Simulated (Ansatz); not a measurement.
Reaction (ligand exchange at the Sn–O bond): `N[SiH](F)[O][SnH3]` + `C[SeH]` → `C[Se][SnH3]` + `N[SiH](O)F`

Program: Ansatz. Geometries: PBE0-D4/def2-TZVP. ΔE: electronic, gas phase. CCSD(T)/CBS is the MP2 limit (def2-TZVPP, def2-QZVPP) plus CCSD(T) − MP2 in def2-TZVPP, frozen cores. This one scheme is used for every species. DFT in def2-TZVPP. def2 core potentials past Kr. For Se, Sn outer-core shells are correlated without core-valence functions, which leaves a few kJ/mol of doubt a bond. Scalar relativity is left out up to krypton. One conformer a species, not always the lowest.

Q: Is it downhill or uphill in electronic energy at CCSD(T)/CBS, and by how much? (An estimate is asked.)

A: The calculation gave: Downhill: ΔE = -0.38 eV.

Q: What do these levels give: PBE0-D4, r2SCAN, CCSD/def2-TZVPP, CCSD(T)/def2-TZVPP, MP2/def2-QZVPP, MP2/CBS(def2)? (An estimate is asked.)

A: Ansatz gave: PBE0-D4 -0.45, r2SCAN -0.38, CCSD/def2-TZVPP -0.32, CCSD(T)/def2-TZVPP -0.32, MP2/def2-QZVPP -0.41, MP2/CBS(def2) -0.44 eV.

Largest T1 diagnostic among the species: 0.013.
